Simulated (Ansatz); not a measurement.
Basis sets compared for the cluster SiS3⁻. Total charge -1; doublet. Geometry PBE-D4/def2-TZVPD. Ansatz on 4 threads of Arm Neoverse N1 on a shared host; times are rough, and most runs start from earlier orbitals.

Cartesian coordinates in Å:
```
Si 0.000 0.000 0.000
S -1.245 -1.037 1.229
S 0.213 -0.564 -1.942
S 1.032 1.600 0.713
```

The structure comes from a short search, and lower isomers may exist.

```csv
level,functions,energy (Eh),HOMO (eV),LUMO (eV),wall time
PBE-D4/def2-SVPD,105,-1483.1493,-1.57,-0.95,2.1 s
PBE0-D4/def2-SVPD,105,-1483.2586,-2.71,-0.51,3 s
```

Question: Estimate the rows for PBE-D4/def2-TZVPD, PBE0-D4/def2-TZVPD.

Answer: 
```json
{"level": "PBE-D4/def2-TZVPD", "functions": "181", "energy (Eh)": "-1483.6488", "HOMO (eV)": "-1.53", "LUMO (eV)": "-0.89", "wall time": "4.1 s"}
{"level": "PBE0-D4/def2-TZVPD", "functions": "181", "energy (Eh)": "-1483.7539", "HOMO (eV)": "-2.62", "LUMO (eV)": "-0.44", "wall time": "7 s"}
```
